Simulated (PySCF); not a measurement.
## Calculated properties of `C1=CCC[C](CC)C1` [radical]

Species: C8H13 (doublet state).
Cartesian coordinates in Å at the PBE0-D3(BJ)/def2-SVP level; atoms count from 1:
```
atom  x, y, z in Å
C1     2.615   -0.977   -0.138
C2     1.797    0.274   -0.433
C3     0.337    0.179   -0.134
C4    -0.119   -0.490    1.122
C5    -1.608   -0.548    1.281
C6    -2.467   -0.072    0.374
C7    -2.028    0.612   -0.885
C8    -0.601    1.149   -0.773
H9     2.224   -1.846   -0.690
H10    2.607   -1.231    0.933
H11    3.666   -0.837   -0.432
H12    2.232    1.125    0.139
H13    1.922    0.556   -1.493
H14    0.323    0.018    2.011
H15    0.286   -1.518    1.181
H16   -1.991   -1.034    2.185
H17   -3.543   -0.187    0.544
H18   -2.096   -0.100   -1.729
H19   -2.723    1.431   -1.131
H20   -0.223    1.448   -1.765
H21   -0.630    2.083   -0.169
```

**PBE0-D3(BJ)/def2-SVP geometry optimisation, gas phase (PySCF)**

```yaml
Point_group: C1
Rotational_constants_A_B_C: 3.936, 1.386, 1.106 GHz
Dipole_moment: 0.37 D
```

From UKS B3LYP, IGLO-III on C, pcH-1 on H, non-relativistic, mean-field spin-orbit, GIAO (PySCF):

```yaml
Isotropic_g_value: 2.00258
Principal_g_values: 2.00219, 2.00270, 2.00285
Spin_squared_⟨S²⟩: 0.754
Largest_Mulliken_spin_population: 0.98 on C3
Largest_isotropic_hyperfine_couplings_means_over_sets_of_like_nuclei: 13C +116.0 (C3), 1H +85.0 (H14/H15), 1H +76.1 (H12/H13), 1H +73.3 (H20/H21), 13C +26.5 (C7) MHz
```

Monoisotopic mass from the formula: 109.1017 u.

The rotational constants make it an asymmetric top with κ = (2B − A − C)/(A − C) = -0.80, nearer the prolate limit (−1). g_iso is shifted by about +260 ppm from the free-electron value 2.002319; the principal values span 0.0007. ⟨S²⟩ is 0.004 above the pure-spin value S(S + 1) = 0.75. At 9.50 GHz, hν = g·μB·B₀ (B₀ the magnetic field) puts the centre of the isotropic spectrum, to first order, at 338.9 mT. In atomic units the dipole is 0.14 e·bohr (1 au = 2.5417 D). With B = h/(8π²I), that is 505.379 GHz u Å² over I, the principal moments of inertia are 128.4, 364.6 and 456.8 u Å² (most abundant isotopes); the inertial defect Ic − Ia − Ib is -36.2 u Å² (zero for a rigid planar frame, negative otherwise).

One conformer (not necessarily the lowest) at the PBE0-D3(BJ)/def2-SVP geometry, without solvent or vibrations. Couplings of like nuclei are plain means over topologically equivalent atoms, as if these changed places fast (by rotation of a methyl-like group, say); in this geometry the members of some sets differ.

For the geometry optimisation (PBE0-D3(BJ)/def2-SVP), time: 4.0 min of wall time. Hardware: an Arm Neoverse V1 with one thread, on a shared host.
